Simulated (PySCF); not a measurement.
Cost of one run: shielding job, `CCO[SiH2]C#N`.

Method: GIAO PBE0/def2-SVP NMR shielding, non-relativistic, gas phase (PySCF 2.14.0, density-fitted response routines). Geometry: PBE0-D3(BJ)/def2-SVP. Work: shieldings, charges and field gradients, density fitting. A driver script takes a list of jobs; this job's settings line and coordinates (Å) are shown.

Command:
```bash
OMP_NUM_THREADS=1 python probes_run.py task.json out
```

Input:
```
{"job": {"kind": "nmr", "xc": "PBE0", "basis": "def2-SVP", "pop": true}, "charge": 0, "multiplicity": 1}
C     -1.945337    -0.256865    -0.750519
C     -0.616208    -0.621155    -0.137492
O      0.133092     0.560607     0.083847
Si     1.631896     0.615163     0.765076
C      2.787827    -0.430474    -0.263715
N      3.473719    -1.099143    -0.917545
H     -1.796067     0.260125    -1.709709
H     -2.507589     0.412534    -0.083020
H     -2.548006    -1.159575    -0.930037
H     -0.054712    -1.299003    -0.806907
H     -0.764665    -1.157700     0.818706
H      1.668317     0.039491     2.138193
H      2.113253     2.014253     0.721124
```

Hardware: AMD EPYC 9R45, one thread (shared host). PySCF's memory limit was set to 1760 MB.

Task: How large is the basis?

Result: 123 functions for 54 electrons, with 680 fitting functions; the fitted three-index integrals, 680 × 123 × 124/2 numbers of 8 bytes, come to 40 MiB.

Task: Which is nearest to the wall time?
A. 6.9 min
B. 6.9 s
C. 55 s

Result: B. The run took 6.9 s. The SCF took 14 cycles.

Task: How much memory does it need at the peak?

Result: About 0.66 GiB. Peak memory is the resident size of the whole Python process, interpreter and libraries included.

Task: At this speed, how long would 20000 such jobs take on 8 cores, one job a core?

Result: 20000/8 gives 2500 rounds of 6.9 s, about 4.8 h of wall time and 38 core-hours, if the jobs don't slow each other.

The SCF part of the output:
```
coarse grid: 11376 points
cycle   1  E = -537.1522626329  dE =  4.595e-01  |g| = 6.889e-01  |ddm| = 3.628e+00
cycle   2  E = -536.9119077820  dE =  2.404e-01  |g| = 1.275e+00  |ddm| = 1.659e+00
cycle   3  E = -537.2462662595  dE = -3.344e-01  |g| = 1.791e-01  |ddm| = 1.137e+00
cycle   4  E = -537.2516656549  dE = -5.399e-03  |g| = 9.329e-02  |ddm| = 1.698e-01
cycle   5  E = -537.2534407463  dE = -1.775e-03  |g| = 2.299e-02  |ddm| = 7.549e-02
cycle   6  E = -537.2535667121  dE = -1.260e-04  |g| = 3.013e-03  |ddm| = 2.191e-02
cycle   7  E = -537.2535687377  dE = -2.026e-06  |g| = 7.165e-04  |ddm| = 3.104e-03
final grid: 105360 points
cycle   8  E = -537.3278636575  dE = -1.149e-05  |g| = 8.932e-03  |ddm| = 1.930e-02
cycle   9  E = -537.3278465698  dE =  1.709e-05  |g| = 1.296e-02  |ddm| = 1.623e-02
cycle  10  E = -537.3278800765  dE = -3.351e-05  |g| = 1.947e-03  |ddm| = 1.013e-02
cycle  11  E = -537.3278809111  dE = -8.346e-07  |g| = 4.792e-04  |ddm| = 1.590e-03
cycle  12  E = -537.3278809579  dE = -4.673e-08  |g| = 1.349e-04  |ddm| = 4.150e-04
cycle  13  E = -537.3278809618  dE = -3.920e-09  |g| = 1.851e-05  |ddm| = 1.147e-04
cycle  14  E = -537.3278809619  dE = -8.708e-11  |g| = 4.446e-06  |ddm| = 2.703e-05
converged SCF energy = -537.3278809619
```

On the final grid dE counts from the start density on that grid.

The host was shared with other jobs, so the times are rough.
